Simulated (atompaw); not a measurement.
Reading a pseudo-wave (nickel (Ni))

Columns: radius, all-electron u(r) and pseudo u(r) of the 4s shell (level -6.31 eV) of nickel in the configuration [Ar] 3d8 4s1.5 4p0.5; PBE, scalar-relativistic, PAW (atompaw) scheme, atompaw 4.2.0.5.

```tsv
r (bohr)	all-electron	pseudo
0.085	0.0467	0.0171
0.169	0.1700	0.0345
0.254	0.0722	0.0531
0.338	-0.0866	0.0729
0.423	-0.2123	0.0949
0.508	-0.2738	0.1190
0.592	-0.2756	0.1451
0.677	-0.2330	0.1739
0.762	-0.1620	0.2051
0.846	-0.0769	0.2381
0.931	0.0149	0.2734
1.015	0.1049	0.3097
1.100	0.1916	0.3473
1.185	0.2712	0.3853
1.269	0.3419	0.4226
1.354	0.4050	0.4592
1.438	0.4590	0.4938
1.523	0.5055	0.5263
1.608	0.5443	0.5558
1.692	0.5757	0.5816
1.777	0.6011	0.6037
1.862	0.6207	0.6216
1.946	0.6349	0.6352
2.031	0.6447	0.6447
2.115	0.6503	0.6503
2.200	0.6524	0.6524
```

(1) How many radial nodes do the two functions have?

(2) Is the pseudo-wave norm-conserving?

Answers

(1) The all-electron 4s function has n − l − 1 = 3 (the table is too coarse to show those close to the nucleus); the pseudo-wave has 0, since the states of the same l below it are removed with the core.

(2) No, it belongs to a PAW set: the norm inside the radius is not constrained, and the difference is carried by the augmentation charge.
